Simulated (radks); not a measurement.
All-electron atom: C in [He] 2s2 2p2. All-electron calculation, scalar-relativistic Kohn-Sham, PBEsol, spin-polarised, spherical densities, point nucleus; open shells are filled with parallel spins first. Program: a radial shooting solver on a logarithmic mesh with Libxc functionals.

Local quantities along the radius. ELF = 1/(1 + alpha^2) is the electron localisation function; alpha = (tau - tau_W)/tau_unif compares the Pauli kinetic energy density with that of the uniform gas (summed over spins); s = |grad rho|/(2 (3 pi^2)^(1/3) rho^(4/3)) is the reduced gradient; -r V(r) is the screened charge that the Kohn-Sham potential of spin up presents (atomic units); r v_xc is r times the local exchange-correlation potential of spin up (hartree bohr). tau is taken from the large components.

r (bohr)	ELF	alpha	s	-r V(r)	r v_xc
0.01164	1.000	0.001281	0.4092	5.901	-0.07133
0.01292	1.000	0.001308	0.4106	5.888	-0.07723
0.01445	1.000	0.001340	0.4125	5.873	-0.08423
0.01604	1.000	0.001375	0.4146	5.857	-0.09139
0.01794	1.000	0.001418	0.4173	5.838	-0.09986
0.0199	1.000	0.001464	0.4201	5.819	-0.1085
0.02226	1.000	0.001522	0.4235	5.795	-0.1187
0.0247	1.000	0.001585	0.4272	5.770	-0.1290
0.02763	1.000	0.001664	0.4317	5.741	-0.1411
0.03065	1.000	0.001751	0.4365	5.710	-0.1533
0.03429	1.000	0.001861	0.4423	5.674	-0.1675
0.03805	1.000	0.001984	0.4484	5.636	-0.1818
0.04255	1.000	0.002142	0.4559	5.591	-0.1984
0.04722	1.000	0.002320	0.4638	5.544	-0.2149
0.05281	1.000	0.002555	0.4734	5.489	-0.2338
0.0586	1.000	0.002825	0.4836	5.432	-0.2524
0.06555	1.000	0.003189	0.4961	5.364	-0.2735
0.07273	1.000	0.003617	0.5094	5.295	-0.2939
0.08135	1.000	0.004212	0.5258	5.215	-0.3168
0.09027	1.000	0.004934	0.5432	5.133	-0.3385
0.101	1.000	0.005973	0.5648	5.038	-0.3623
0.112	1.000	0.007285	0.5880	4.943	-0.3843
0.1253	1.000	0.009254	0.6170	4.833	-0.4075
0.139	1.000	0.01186	0.6484	4.725	-0.4282
0.1555	1.000	0.01598	0.6880	4.602	-0.4490
0.1726	1.000	0.02176	0.7313	4.481	-0.4663
0.193	0.999	0.03150	0.7862	4.345	-0.4821
0.2142	0.998	0.04608	0.8466	4.214	-0.4933
0.2396	0.995	0.07246	0.9235	4.066	-0.5011
0.2658	0.987	0.1150	1.007	3.924	-0.5037
0.2973	0.962	0.1976	1.112	3.765	-0.5012
0.3299	0.897	0.3390	1.219	3.612	-0.4943
0.369	0.720	0.6232	1.335	3.442	-0.4831
0.4094	0.454	1.097	1.421	3.280	-0.4706
0.458	0.213	1.919	1.440	3.098	-0.4546
0.5082	0.109	2.864	1.330	2.918	-0.4342
0.5684	0.074	3.535	1.052	2.719	-0.4154
0.6307	0.083	3.316	0.7279	2.574	-0.4450
0.7054	0.149	2.394	0.4579	2.457	-0.5256
0.7827	0.299	1.532	0.3410	2.322	-0.5816
0.8755	0.537	0.9284	0.3277	2.157	-0.6273
0.9714	0.718	0.6273	0.3726	2.002	-0.6700
1.087	0.823	0.4644	0.4486	1.837	-0.7136
1.206	0.867	0.3912	0.5312	1.684	-0.7475
1.349	0.887	0.3564	0.6290	1.522	-0.7740
1.496	0.891	0.3489	0.7293	1.379	-0.7880
1.674	0.885	0.3608	0.8520	1.234	-0.7908
1.857	0.868	0.3897	0.9858	1.109	-0.7814
2.077	0.836	0.4434	1.160	0.9853	-0.7575
2.305	0.787	0.5207	1.360	0.8778	-0.7216
2.578	0.706	0.6460	1.634	0.7665	-0.6670
2.861	0.598	0.8197	1.960	0.6657	-0.6031
3.2	0.452	1.101	2.415	0.5642	-0.5281
3.55	0.308	1.498	2.972	0.4847	-0.4641
3.971	0.177	2.155	3.776	0.4218	-0.4112
4.406	0.094	3.108	4.800	0.3826	-0.3772
4.928	0.042	4.761	6.366	0.3502	-0.3478
5.469	0.018	7.324	8.495	0.3170	-0.3159
6.117	0.007	12.20	11.98	0.2707	-0.2702
6.787	0.002	20.69	17.04	0.2201	-0.2200
7.592	0.001	39.21	25.90	0.1652	-0.1652

On this mesh the ELF has minima near r = 0.57 bohr, which separate the shells, and maxima near 1.5 (0.89).

Self-consistent cycle (total energy in hartree, residual of the potential): 1: -37.616689, 5e-01; 2: -37.629368, 3e-01; 3: -37.639932, 1e-02; 4: -37.639943, 5e-03; 5: -37.639944, 9e-04; 6: -37.639944, 4e-04; 7: -37.639944, 2e-05; 8: -37.639944, 2e-06; 9: -37.639944, 7e-07; 10: -37.639944, 3e-07; 11: -37.639944, 2e-07; 12: -37.639944, 1e-09.
